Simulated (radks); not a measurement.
Q: These are the eigenvalues of the occupied orbitals of an atom or ion with whole-number occupations (eV). All-electron calculation, scalar-relativistic Kohn-Sham, r2SCAN, spin-unpolarised, spherical densities, finite nucleus; meta-GGA in the generalised Kohn-Sham scheme; Fermi nuclear charge, rms radius of each element as measured or else 0.836 A^(1/3) + 0.57 fm. Program: a radial shooting solver on a logarithmic mesh with Libxc functionals.

orbital  eigenvalue
1s        -27224.29
2s        -5511.982
2p        -5140.779
3s        -2133.633
3p        -2013.514

Which element is it, and in what charge state? The configuration may be excited.

A: Z = 47, silver, charge +33: Ag33+ in [Ne] 3s2 3p2. The list shows which subshells hold electrons but not how many an open one holds; the 1s level, -1000.5 hartree, gives Z - s = 44.7 by -(Z - s)^2/2, which with screening and relativity narrows Z to a few neighbours, and the depths of the outer levels then fix element, charge and occupations together.
